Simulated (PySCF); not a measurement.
Compound: C7H8FN.
Geometry (GFN2-xTB, Å), atoms numbered from 1 in this order:
```xyz
17
C7H8FN angstrom
C      3.4260    0.1970   -0.3822
C      2.2997    0.1697    0.0192
C      0.9110    0.1324    0.4575
C      0.1726   -1.0289   -0.2344
C     -1.3216   -0.8744    0.0079
F     -2.0066   -1.9228   -0.5832
C     -1.7999    0.4480   -0.5780
C     -0.8380    1.5493   -0.2237
N      0.3241    1.4321    0.2273
H      4.4207    0.2217   -0.7142
H      0.9071   -0.0167    1.5481
H      0.3668   -0.9942   -1.3089
H      0.5283   -1.9860    0.1484
H     -1.5520   -0.9376    1.0804
H     -2.8018    0.6991   -0.2244
H     -1.8473    0.3611   -1.6680
H     -1.1963    2.5623   -0.3732
```

Level of theory: PySCF 2.14.0, density-fitted response routines, TDDFT PBE0/def2-SVPD, vertical, gas phase, core orbitals frozen in the response.

Transition dipole moments from the ground state, in atomic units and in the frame of the coordinates above (overall signs are arbitrary), for the states with f of 0.002 or more among the lowest 5:

```
state  E (hartree)      μx      μy      μz
   S1       0.1833   0.063   0.040  -0.105
   S2       0.2299   0.163  -0.102   0.087
   S3       0.2396  -0.348   0.092   0.021
   S4       0.2517  -0.282  -0.105  -0.136
   S5       0.2543  -0.057   0.077  -0.052
```

Problem. Work out the oscillator strengths.

Solution. f = (2/3) ΔE |μ|² with ΔE in hartree (27.2114 eV).

```
state  |μ|² (au)  |μ| (D)      f
   S1      0.016     0.33  0.002
   S2      0.045     0.54  0.007
   S3      0.130     0.92  0.021
   S4      0.109     0.84  0.018
   S5      0.012     0.28  0.002
```

Problem. Which bond between heavy atoms lies closest to the direction of the S3 transition dipole?

Solution. C4–C5, at 11° from it; next C2–C3 at 21°.

Problem. What angle do the transition dipoles of S3 and S4 make?

Solution. |cos θ| = |μa·μb| / (|μa| |μb|) = 0.72, so θ ≈ 44° (taken between 0 and 90°, since the signs are arbitrary).

Problem. How is the summed strength of these states shared among x, y and z?

Solution. (2/3) Σ ΔE μα² gives 0.038 for x, 0.006 for y and 0.006 for z, 0.050 in all.

Problem. What peak molar absorption coefficient would the strongest computed level give as a lone Gaussian band 0.4 eV wide at half height?

Solution. ε(max) = 2.175×10⁸ f / FWHM, with the width in cm⁻¹. S3: 2.175×10⁸ × 0.0208 / 3226 ≈ 1400 L mol⁻¹ cm⁻¹.

On one thread of an Arm Neoverse V2, no GPU, shared host with 96 logical CPUs at a one-minute load of 29, this took 39 s wall and 0.96 GiB of memory at its peak.

One conformer stands for the species.
